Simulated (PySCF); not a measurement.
Species: C2H3F5S.
Geometry (PBE0-D3(BJ)/def2-SVP, Å), atoms numbered from 1 in this order:
```
atom  x, y, z in Å
C1     1.662   -0.608   -0.124
C2     0.804    0.345    0.203
S3    -0.967    0.178   -0.004
F4    -0.829   -0.443   -1.481
F5    -1.043    1.659   -0.632
F6    -0.995   -1.308    0.609
F7    -1.207    0.790    1.466
F8    -2.559    0.086   -0.167
H9     1.339   -1.563   -0.544
H10    2.733   -0.448    0.024
H11    1.068    1.317    0.624
```

Level of theory: TDDFT CAM-B3LYP/def2-SVPD, vertical, gas phase, core orbitals frozen in the response (PySCF 2.14.0, density-fitted response routines).

Kohn–Sham orbitals with the atoms that hold most of them (Löwdin shares over 4%, at most four atoms; ? is withheld):

```json
{"orbital": "HOMO-3", "ε (eV)": "-13.52", "atoms": "F8 44%, F5 16%, F7 16%, F6 8%"}
{"orbital": "HOMO-2", "ε (eV)": "-13.37", "atoms": "F7 25%, F5 25%, F6 25%, F4 25%"}
{"orbital": "HOMO-1", "ε (eV)": "-12.44", "atoms": "?"}
{"orbital": "HOMO", "ε (eV)": "-10.60", "atoms": "?"}
{"orbital": "LUMO", "ε (eV)": "-0.20", "atoms": "S3 26%, F8 16%, F4 11%, F6 11%"}
{"orbital": "LUMO+1", "ε (eV)": "-0.16", "atoms": "C1 38%, C2 33%, H10 6%, H9 6%"}
{"orbital": "LUMO+2", "ε (eV)": "1.22", "atoms": "C1 26%, S3 21%, H10 19%, C2 10%"}
```

(1) Which atoms hold the HOMO-1, and with what shares?

(2) Which atoms hold the HOMO, and with what shares?

(3) How does S1 compare with the orbital gap of 10.40 eV?

(4) Give energy, strength and leading configuration of S1, S2, S3, S5 and S6, and follow the Löwdin shares of the leading atoms from the occupied to the empty orbital.

Answers

(1) C2 (bonded to C, S and H) 21%; C1 (bonded to C and 2 H) 14%; S3 (bonded to C and 5 F) 12%; F4 (bonded to S) 9%. By element: carbon 36%, sulfur 12%, fluorine 9% or more.

(2) C2 (bonded to C, S and H) 42%; C1 (bonded to C and 2 H) 37%.

(3) S1 is at 6.79 eV (f = 0.0003), 3.61 eV below the gap, made of HOMO→LUMO (95%). Without the coupling terms of the response equations the lowest excitation would equal the gap.

(4) 
- S1 (6.79 eV, f 0.0003), HOMO→LUMO (95%): C2 42% → at most 11%, C1 37% → at most 11%, S3 at most 4% → 26%, F8 at most 4% → 16%
- S2 (7.63 eV, f 0.367), HOMO→LUMO+1 (96%): C2 42% → 33%, C1 37% → 38%
- S3 (8.06 eV, f 0.0004), HOMO-1→LUMO+1 (93%): C2 21% → 33%, C1 14% → 38%
- S5 (8.56 eV, f 0.088), HOMO-1→LUMO (88%): C2 21% → at most 11%, C1 14% → at most 11%, S3 12% → 26%, F8 at most 9% → 16%
- S6 (8.81 eV, f 0.0000), HOMO-2→LUMO (94%): F7 25% → at most 11%, F5 25% → at most 11%, S3 at most 1% → 26%, F8 at most 1% → 16%

Löwdin shares depend on the basis, the more so with diffuse functions.
